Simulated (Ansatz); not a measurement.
Computed with Ansatz on PBE0-D4/def2-TZVP structures; ΔE is electronic, products minus reactants. CBS: MP2 limit from def2 TZ/QZ plus the TZ coupled-cluster correction, frozen cores. DFT in def2-TZVPP. HSE06 is defined as in plane-wave codes. For Se outer-core shells are correlated without core-valence functions, which leaves a few kJ/mol of doubt a bond. Scalar relativity is left out up to krypton. One conformer a species, not always the lowest.

Reaction (redistribution): `CBOCO` + `ClB(Cl)[SeH]` → `BOCO` + `C[Se]B(Cl)Cl`

| level | ΔE (kcal/mol) |
| --- | --- |
| CAM-B3LYP-D4 | 12.6 |
| B2PLYP | 11.7 |
| HSE06 | 12.9 |
| SCS-MP2/def2-QZVPP | 10.3 |

Q: What does CCSD(T)/CBS give? (Best estimate.)

A: Computed: +11.4 kcal/mol. The listed levels differ from it by 1.2, 0.3, 1.5, -1.1 kcal/mol.

Q: What do rigid-rotor, harmonic-oscillator terms from PBE0-D4/def2-TZVP frequencies (298.15 K, 1 bar) make of the CCSD(T)/CBS value? (Estimate.)

A: Ansatz gave: ΔZPE = +0.9 kcal/mol, ΔH = +12.3 kcal/mol, ΔS = -3 J/(mol·K), ΔG = +12.5 kcal/mol.

Largest T1 diagnostic among the species: 0.013.

In def2-TZVPP, CCSD(T) changes the Hartree–Fock value by −1.3 kcal/mol (the triples alone add −0.5 kcal/mol) and MP2 by −2.1 kcal/mol. From BLYP to BHLYP (50 % exact exchange), in def2-TZVPP and without D4, ΔE moves by +0.8 kcal/mol.
